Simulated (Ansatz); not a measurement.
`[ZnH][S][SiH2][TeH]` and `S[SiH2][TeH]` differ in one atom or group.

Ansatz, PBE0-D4/def2-TZVP geometries, multiplicity 1. Each molecule was computed in one conformer, which needn't be the lowest. `[ZnH][S][SiH2][TeH]` holds a close contact that its SMILES doesn't draw: Te···Zn 3.02 Å.

Elements past krypton have def2 core potentials. Scalar relativity is left out up to krypton. Spin–orbit coupling is left out; it splits and shifts lone-pair levels of the heavy atoms by tenths of an eV.

```json
{"property": "HOMO–LUMO gap (PBE/def2-TZVPP) / eV", "`[ZnH][S][SiH2][TeH]`": "4.00"}
{"property": "size of the dipole moment (PBE/def2-TZVPP) / D", "`[ZnH][S][SiH2][TeH]`": "1.89"}
{"property": "HOMO energy (PBE0/def2-TZVPP) / eV", "`[ZnH][S][SiH2][TeH]`": "-7.09"}
{"property": "LUMO energy (B3LYP/def2-TZVPP) / eV", "`[ZnH][S][SiH2][TeH]`": "-1.49"}
{"property": "HOMO–LUMO gap (PBE0/def2-TZVPP) / eV", "`[ZnH][S][SiH2][TeH]`": "5.82"}
{"property": "zero-point energy (PBE0-D4/def2-TZVP) / kJ/mol", "`[ZnH][S][SiH2][TeH]`": "86.7"}
```

Task: What does the change do to each property? (An estimate is asked.)

Result: The calculation gave: 
| property | `S[SiH2][TeH]` | shift |
| --- | --- | --- |
| HOMO–LUMO gap (PBE/def2-TZVPP) / eV | 3.90 | -0.10 |
| size of the dipole moment (PBE/def2-TZVPP) / D | 0.81 | -1.08 |
| HOMO energy (PBE0/def2-TZVPP) / eV | -6.65 | 0.44 |
| LUMO energy (B3LYP/def2-TZVPP) / eV | -1.14 | 0.35 |
| HOMO–LUMO gap (PBE0/def2-TZVPP) / eV | 5.73 | -0.09 |
| zero-point energy (PBE0-D4/def2-TZVP) / kJ/mol | 88.6 | 1.9 |

With PBE0 the HOMO rises by 0.44 eV and the LUMO rises by 0.35 eV, so the gap narrows by about 0.09 eV. PBE moves the HOMO by 0.44 eV and ωB97M-V by 0.37 eV. The zero-point energy changes by 1.9 kJ/mol with -3 modes. Dipoles are sizes alone; their direction can turn.

Positive LUMOs are unbound, so they and the gaps depend on the basis.

B3LYP here is the variant with VWN-RPA as its local correlation; programs differ in this.
